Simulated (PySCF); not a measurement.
Job file and geometry (Å, from GFN2-xTB) of an NMR shielding run on `[CH3][Al]([CH3])[NH]C[SiH3]`, C₃H₁₂AlNSi, GIAO PBE0/pcSseg-1 NMR shielding, non-relativistic, gas phase (PySCF 2.14.0, density-fitted response routines); density fitting, a coarse starting grid and PySCF grid level 2 are the driver's defaults:

```
$ OMP_NUM_THREADS=1 python probes_run.py task.json out

{"job": {"kind": "nmr", "xc": "PBE0", "basis": "pcSseg-1"}, "charge": 0, "multiplicity": 1}
C     -0.791072     2.004855    -0.084090
Al    -1.053599     0.034947    -0.259634
C     -2.878856    -0.776024    -0.234681
N      0.228116    -1.195319    -0.484873
C      1.679909    -1.292718    -0.562937
Si     2.563834     0.360685    -0.254245
H     -1.737308     2.492200     0.172452
H     -0.064438     2.282289     0.684645
H     -0.442966     2.463904    -1.014537
H     -3.209444    -1.083988    -1.231608
H     -3.632308    -0.077163     0.139713
H     -2.930418    -1.670184     0.394619
H     -0.180077    -2.119225    -0.626858
H      1.979585    -1.676105    -1.549343
H      2.044289    -2.027432     0.170097
H      4.005149     0.107479    -0.377504
H      2.152877     1.345516    -1.258532
H      2.257968     0.832600     1.100898
```

Task: Write the output of this run.

Result: 
```
coarse grid: 15008 points
cycle   1  E = -707.6230590937  dE =  4.574e-02  |g| = 6.118e-01  |ddm| = 3.613e+00
cycle   2  E = -707.5588868951  dE =  6.417e-02  |g| = 8.023e-01  |ddm| = 1.100e+00
cycle   3  E = -707.7138311295  dE = -1.549e-01  |g| = 1.180e-01  |ddm| = 6.710e-01
cycle   4  E = -707.7168573613  dE = -3.026e-03  |g| = 3.022e-02  |ddm| = 1.058e-01
cycle   5  E = -707.7170726284  dE = -2.153e-04  |g| = 3.686e-03  |ddm| = 2.341e-02
cycle   6  E = -707.7170753210  dE = -2.693e-06  |g| = 7.982e-04  |ddm| = 4.205e-03
final grid: 132896 points
cycle   7  E = -707.7482636923  dE = -2.311e-05  |g| = 8.467e-03  |ddm| = 1.968e-02
cycle   8  E = -707.7482524010  dE =  1.129e-05  |g| = 1.089e-02  |ddm| = 1.500e-02
cycle   9  E = -707.7482815315  dE = -2.913e-05  |g| = 1.122e-03  |ddm| = 8.628e-03
cycle  10  E = -707.7482818047  dE = -2.732e-07  |g| = 2.232e-04  |ddm| = 9.216e-04
cycle  11  E = -707.7482818150  dE = -1.034e-08  |g| = 3.831e-05  |ddm| = 1.768e-04
cycle  12  E = -707.7482818152  dE = -2.460e-10  |g| = 1.651e-05  |ddm| = 4.961e-05
converged SCF energy = -707.7482818152

GIAO shielding tensors (ppm)
atom      isotropic    diamagn.    paramagn.     s11        s22        s33       span
  0 C      193.778     253.737     -59.958    187.003    195.992    198.339     11.336
  1 Al     339.137     800.194    -461.057    289.851    340.114    387.445     97.594
  2 C      198.136     252.377     -54.241    193.035    200.116    201.257      8.223
  3 N      194.609     323.439    -128.830    159.177    208.414    216.236     57.060
  4 C      154.250     244.788     -90.538    128.550    145.089    189.112     60.562
  5 Si     418.142     879.481    -461.339    388.847    404.120    461.459     72.612
  6 H       31.836      30.627       1.209     27.008     29.028     39.471     12.463
  7 H       31.787      32.504      -0.718     27.113     30.044     38.203     11.090
  8 H       31.718      31.549       0.169     27.487     29.385     38.282     10.795
  9 H       32.004      30.224       1.780     27.562     29.208     39.242     11.679
 10 H       32.137      30.299       1.838     27.384     29.425     39.601     12.218
 11 H       32.104      31.177       0.927     27.229     29.835     39.248     12.019
 12 H       29.767      33.954      -4.186     20.580     31.647     37.075     16.496
 13 H       28.573      28.250       0.323     22.980     27.518     35.219     12.239
 14 H       28.597      28.836      -0.239     23.017     27.620     35.154     12.137
 15 H       27.858      28.423      -0.564     24.518     25.477     33.580      9.062
 16 H       27.738      30.188      -2.450     24.519     27.292     31.402      6.883
 17 H       27.725      30.224      -2.499     24.889     26.649     31.638      6.749
```

Size and cost of the density-fitted run: 176 basis functions, 38 s wall time on 1 thread of an Intel Xeon, shared host; peak memory 0.81 GiB.
